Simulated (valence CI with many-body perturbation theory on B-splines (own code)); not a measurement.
# Hf⁵⁰⁺: E2, M1 decay

Calculated by valence CI with perturbative core correlation (CI+MBPT): four valence electrons over a frozen Dirac-Fock core [Ar], a basis of 9 s, 9 p, 10 d, 8 f, 5 g, 3 h, 1 i functions for each j, with the one-electron correlation potential Σ1, the two-electron term Σ2, the three-electron term Σ3, Breit, model QED; selected CI, second order for the rest (own B-spline code, finite nucleus).

No measured spectrum was set against this ion. As an estimate, large intervals hold to a few tenths of a per cent, small ones and those within an open d or f shell to about a per cent. The list stops below the first excitations out of the core. Only levels of the ground parity were solved; by the run's estimate the other parity begins above the list, which can be wrong where configurations are misplaced.

Lines 1 to 50 of 101 in falling wavelength, among levels below 1869000 cm⁻¹, chosen from the decays that carry over 1 % of a level's rate. Wavelengths and rates use the calculated energies. Electric multipoles are in the length gauge, E1 and E2 with the static RPA response of the core. Weak lines are less certain than strong ones. Lines between different terms over intervals too small for the method are left out, as are lines whose strength nearly cancels. The highest levels of a list are the least certain. Branching is blank where the lifetime is uncertain.

Levels are named by their leading jj configuration (3d3/2^4 stands for four electrons in 3d with j = 3/2), which in mixed levels can hold well under half, so a name can repeat and another be missing. Letters in brackets count levels of one name in rising energy.

| λ vac (Å) | Upper | Lower | Type | A (s⁻¹) | Branch % |
| --- | --- | --- | --- | --- | --- |
| 4487 | (3d3/2^2 3d5/2^2) J=6 | (3d3/2^2 3d5/2^2) J=5 | M1 | 7.90e+01 |  |
| 3686 | (3d3/2^3 3d5/2) J=3 | (3d3/2^3 3d5/2) J=2 | M1 | 2.47e+02 |  |
| 2044 | (3d3/2^3 3d5/2) J=3 | (3d3/2^3 3d5/2) J=4 | M1 | 9.90e+02 |  |
| 1040 | (3d3/2^2 3d5/2^2) J=4 [b] | (3d3/2^2 3d5/2^2) J=3 [a] | M1 | 5.63e+03 | 1.3 |
| 868.5 | (3d3/2^3 3d5/2) J=2 | (3d3/2^3 3d5/2) J=1 | M1 | 2.36e+04 | 98.2 |
| 723.4 | (3d3/2^2 3d5/2^2) J=2 [d] | (3d3/2^2 3d5/2^2) J=2 [c] | M1 | 2.16e+04 | 10.5 |
| 701.3 | (3d3/2^2 3d5/2^2) J=2 [b] | (3d3/2^2 3d5/2^2) J=2 [a] | M1 | 1.46e+04 | 2.2 |
| 657.4 | (3d3/2 3d5/2^3) J=0 | (3d3/2 3d5/2^3) J=1 [a] | M1 | 3.08e+04 | 1.3 |
| 639.9 | (3d3/2^2 3d5/2^2) J=4 [c] | (3d3/2^2 3d5/2^2) J=3 [b] | M1 | 8.52e+03 | 1.0 |
| 423.4 | (3d3/2^2 3d5/2^2) J=2 [d] | (3d3/2^2 3d5/2^2) J=2 [b] | M1 | 1.43e+04 | 7.0 |
| 395.2 | (3d3/2^2 3d5/2^2) J=2 [d] | (3d3/2^2 3d5/2^2) J=3 [b] | M1 | 4.37e+03 | 2.1 |
| 375.7 | (3d3/2^2 3d5/2^2) J=4 [c] | (3d3/2^2 3d5/2^2) J=4 [a] | M1 | 4.35e+04 | 5.3 |
| 358.1 | (3d3/2^2 3d5/2^2) J=2 [d] | (3d3/2^2 3d5/2^2) J=1 | M1 | 5.21e+03 | 2.5 |
| 354.3 | (3d3/2 3d5/2^3) J=2 [b] | (3d3/2 3d5/2^3) J=3 [a] | M1 | 4.23e+04 | 1.5 |
| 341.2 | (3d3/2 3d5/2^3) J=3 [b] | (3d3/2^2 3d5/2^2) J=2 [d] | M1 | 5.57e+04 | 1.7 |
| 337.6 | (3d3/2 3d5/2^3) J=1 [b] | (3d3/2^2 3d5/2^2) J=0 [b] | M1 | 1.96e+05 | 5.0 |
| 288.0 | (3d3/2^2 3d5/2^2) J=2 [d] | (3d3/2^2 3d5/2^2) J=3 [a] | M1 | 2.10e+04 | 10.2 |
| 264.0 | (3d3/2^2 3d5/2^2) J=2 [d] | (3d3/2^2 3d5/2^2) J=2 [a] | M1 | 2.97e+03 | 1.5 |
| 263.8 | (3d3/2^2 3d5/2^2) J=2 [a] | (3d3/2^3 3d5/2) J=3 | M1 | 4.28e+04 | 1.1 |
| 253.2 | (3d3/2^2 3d5/2^2) J=4 [a] | (3d3/2^3 3d5/2) J=3 | M1 | 2.39e+05 | 10.6 |
| 251.8 | (3d3/2^2 3d5/2^2) J=0 [b] | (3d3/2^2 3d5/2^2) J=1 | M1 | 4.78e+05 | 40.3 |
| 248.5 | (3d3/2 3d5/2^3) J=3 [a] | (3d3/2^2 3d5/2^2) J=2 [b] | M1 | 6.36e+04 | 1.2 |
| 246.2 | (3d3/2^2 3d5/2^2) J=2 [a] | (3d3/2^3 3d5/2) J=2 | M1 | 6.73e+05 | 17.3 |
| 243.9 | (3d3/2 3d5/2^3) J=3 [c] | (3d3/2^2 3d5/2^2) J=2 [d] | M1 | 1.97e+05 | 7.2 |
| 243.5 | (3d3/2^2 3d5/2^2) J=3 [a] | (3d3/2^3 3d5/2) J=3 | M1 | 1.28e+06 | 58.1 |
| 241.5 | (3d3/2 3d5/2^3) J=1 [b] | (3d3/2^2 3d5/2^2) J=2 [d] | M1 | 7.46e+05 | 18.9 |
| 240.5 | (3d3/2 3d5/2^3) J=2 [a] | (3d3/2^2 3d5/2^2) J=2 [c] | M1 | 1.94e+05 | 4.4 |
| 239.7 | (3d3/2 3d5/2^3) J=3 [a] | (3d3/2^2 3d5/2^2) J=4 [b] | M1 | 2.09e+05 | 3.8 |
| 231.9 | (3d3/2 3d5/2^3) J=3 [b] | (3d3/2^2 3d5/2^2) J=2 [c] | M1 | 5.74e+04 | 1.8 |
| 228.4 | (3d3/2^2 3d5/2^2) J=3 [a] | (3d3/2^3 3d5/2) J=2 | M1 | 9.18e+05 | 41.6 |
| 226.0 | (3d3/2 3d5/2^3) J=1 [a] | (3d3/2^2 3d5/2^2) J=2 [b] | M1 | 2.54e+05 | 3.7 |
| 225.3 | (3d3/2^2 3d5/2^2) J=4 [a] | (3d3/2^3 3d5/2) J=4 | M1 | 2.01e+06 | 89.4 |
| 223.6 | (3d3/2^3 3d5/2) J=1 | (3d3/2^4) J=0 | M1 | 2.21e+06 | 100.0 |
| 223.0 | (3d3/2 3d5/2^3) J=2 [b] | (3d3/2^2 3d5/2^2) J=2 [d] | M1 | 1.50e+05 | 5.3 |
| 216.1 | (3d3/2 3d5/2^3) J=5 | (3d3/2^2 3d5/2^2) J=4 [b] | M1 | 9.51e+05 | 35.4 |
| 211.1 | (3d3/2 3d5/2^3) J=4 [a] | (3d3/2^2 3d5/2^2) J=5 | M1 | 2.37e+05 | 4.9 |
| 206.0 | (3d3/2 3d5/2^3) J=1 [a] | (3d3/2^2 3d5/2^2) J=1 | M1 | 1.26e+06 | 18.5 |
| 204.5 | (3d3/2^2 3d5/2^2) J=5 | (3d3/2^3 3d5/2) J=4 | M1 | 1.11e+06 | 99.9 |
| 198.8 | (3d3/2 3d5/2^3) J=4 [a] | (3d3/2^2 3d5/2^2) J=3 [a] | M1 | 1.12e+06 | 22.9 |
| 198.1 | (3d3/2^2 3d5/2^2) J=3 [b] | (3d3/2^3 3d5/2) J=3 | M1 | 2.92e+05 | 18.9 |
| 197.7 | (3d3/2^2 3d5/2^2) J=1 | (3d3/2^3 3d5/2) J=2 | M1 | 2.24e+06 | 98.6 |
| 197.3 | (3d3/2 3d5/2^3) J=3 [c] | (3d3/2^2 3d5/2^2) J=4 [c] | M1 | 1.28e+06 | 46.9 |
| 197.3 | (3d3/2^2 3d5/2^2) J=4 [b] | (3d3/2^3 3d5/2) J=3 | M1 | 4.19e+05 | 96.3 |
| 197.1 | (3d3/2 3d5/2^3) J=5 | (3d3/2^2 3d5/2^2) J=6 | M1 | 5.42e+05 | 20.2 |
| 195.6 | (3d3/2^2 3d5/2^2) J=6 | (3d3/2^3 3d5/2) J=4 | E2 | 6.66e+01 |  |
| 195.2 | (3d3/2 3d5/2^3) J=6 | (3d3/2^2 3d5/2^2) J=6 | M1 | 1.05e+06 | 46.6 |
| 195.1 | (3d3/2 3d5/2^3) J=4 [b] | (3d3/2^2 3d5/2^2) J=4 [c] | M1 | 8.32e+05 | 26.2 |
| 194.8 | (3d3/2 3d5/2^3) J=3 [a] | (3d3/2^2 3d5/2^2) J=3 [a] | M1 | 1.95e+06 | 35.9 |
| 194.7 | (3d3/2 3d5/2^3) J=2 [a] | (3d3/2^2 3d5/2^2) J=2 [b] | M1 | 1.08e+06 | 24.6 |
| 194.2 | (3d3/2^2 3d5/2^2) J=0 [a] | (3d3/2^3 3d5/2) J=1 | M1 | 5.57e+06 | 100.0 |
